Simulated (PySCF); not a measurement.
**XPS shifts beside NMR shieldings**

Species: C4H13BO2Si.
Atom-mapped SMILES: `[BH3-:1][O+:2]1[CH2:3][CH2:4][CH2:5][C@H:6]1[O:7][SiH3:8]`

Binding energies: PySCF 2.14.0, delta-SCF UKS SCAN, pcX-2 on the ionised atom, pcseg-1 elsewhere, spin-free X2C. Shieldings: GIAO KT2/pcSseg-1, non-relativistic, same geometry.

| atom | C 1s (eV) |
| --- | --- |
| C3 | 292.82 |
| C4 | 291.49 |
| C5 | 291.40 |
| C6 | 294.23 |

Task: What are the absolute isotropic shieldings of these atoms?

Result: 
```
atom                     environment  C 1s (eV)  isotropic shielding (ppm)
  C5                 ring CH2 carbon     291.40                      147.1
  C4                 ring CH2 carbon     291.49                      155.4
  C3      sp3 carbon bound to oxygen     292.82                      105.5
  C6  sp3 carbon bearing two oxygens     294.23                       71.4
```

Task: Among the listed atoms, is the one with the highest binding energy also the least shielded?

Result: Yes: C6 has both (294.23 eV, 71.4 ppm).

By binding energy: C5 < C4 < C3 < C6. By shielding: C6 < C3 < C5 < C4.

One conformer (not necessarily the lowest) at the PBE0-D3(BJ)/def2-SVP geometry, without solvent, vibrations or thermal averaging.
